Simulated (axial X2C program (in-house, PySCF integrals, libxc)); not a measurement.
# KP⁺: from Re and ωe to a spectrum

A bond curve at the CCSD(T) level, two-component, was computed with an in-house relativistic program for diatomic molecules (basis K dyall-cv3z [11s12p6d3f], P dyall-v3z [8s7p2d1f] (cores contracted in-house)) for the state Ω = 3/2 (⟨Sz⟩ = 1.50, ⟨Lz⟩ = 0.00 at HF). Its fit gives Re = 3.5081 Å, ωe = 85.2 cm⁻¹, ωexe = 1.73 cm⁻¹ and αe = 1.596e-03 cm⁻¹; the masses are 38.9637 and 30.9738 u. Two-component means X2C with spin–orbit coupling and atomic mean-field Coulomb and Gaunt terms.

Correlated methods: 13 electrons correlated (number of frozen shells: K 2 s, 1 p; P 2 s, 1 p), 209 virtual spin orbitals or spinors in MP2, 90 natural virtuals in coupled cluster.

Q: Find the reduced mass, Be and the force constant.

A: From the CCSD(T) values: μ = 17.2562 u. Be = 16.8576/(μ Re²) = 0.07938 cm⁻¹. k = 5.8918×10⁻⁷ μ ωe² = 0.0738 mdyn/Å.

Q: Estimate De from a Morse curve and compare with the computed well depth of 0.143 eV to K+ + P.

A: De(Morse) = ωe²/(4ωexe) = 0.130 eV against 0.143 eV computed, a ratio of 0.91. For De the Morse form works well here.

Q: A Morse curve ties αe to the other constants (Pekeris). How well does that hold?

A: αe(Morse) = 6Be²/ωe × (√(ωexe/Be) − 1) = 1.628e-03 cm⁻¹; the CCSD(T) curve gives 1.596e-03 cm⁻¹, a ratio of 1.02.

Q: Estimate the centrifugal constant by the Kratzer relation.

A: D = 4Be³/ωe² = 2.76e-07 cm⁻¹.

Q: Where do the fundamental and the first overtone lie?

A: ν(1←0) = ωe − 2ωexe = 81.7 cm⁻¹; ν(2←0) = 2ωe − 6ωexe = 160.0 cm⁻¹.

Occupations by symmetry block were frozen at the best pattern of an incomplete PBE0 search. Dissociation energies refer to the lowest single-determinant-based atoms at the same level and basis. Coupled cluster ran in a truncated set of natural virtual spinors; the MP2 energy of the rest was added. (T) has no such correction and the atoms are truncated less, which lowers De at CCSD(T) by a hundredth of an eV or more. With several unpaired electrons one determinant need not be a pure state. This is the top spin component of a Σ state; components of lower Ω are not single determinants and can lie lower. The bond is weak, and without diffuse functions and with truncated virtuals even CCSD(T) can be tens of per cent off in De.
